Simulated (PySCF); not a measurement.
Ge(Br)(OMe) (CH3BrGeO), SMILES C[O][Ge][Br] (connectivity only; charge and spin as stated), neutral, multiplicity 1.

The structure is a stationary point at PBE0-D3(BJ)/def2-SVP. The structure was generated by enumeration; whether it is a known compound was not checked. Other conformers were not sampled.

Two levels are set side by side: PBE/def2-TZVP (PySCF) and HF/def2-TZVP (PySCF). Same geometry, gas phase. Differences are taken from unrounded values.

```
quantity                       PBE
---------------------------  -----
orbital gap (eV)              3.62
highest occupied level (eV)  -6.67
lowest empty level (eV)      -3.05
dipole moment (D)             1.43
mean polarisability (bohr³)   69.5
```

These are the PBE values. What does HF give? (An estimate is asked for; the answer gives what the named calculation found.)


```csv
quantity,HF,PBE minus HF
orbital gap (eV),10.79,-7.17
highest occupied level (eV),-10.13,3.46
lowest empty level (eV),0.66,-3.71
dipole moment (D),1.44,-0.01
mean polarisability (bohr³),63.0,6.5
```

Without exact exchange PBE keeps part of each electron's self-repulsion, which lifts occupied levels and narrows the gap. Loosely held outer electrons make PBE densities more polarisable. Differences between two approximate levels are no errors against the true value.

Rough cost on one machine, each run with all the roots and properties that it gave: HF against PBE about 1/2.
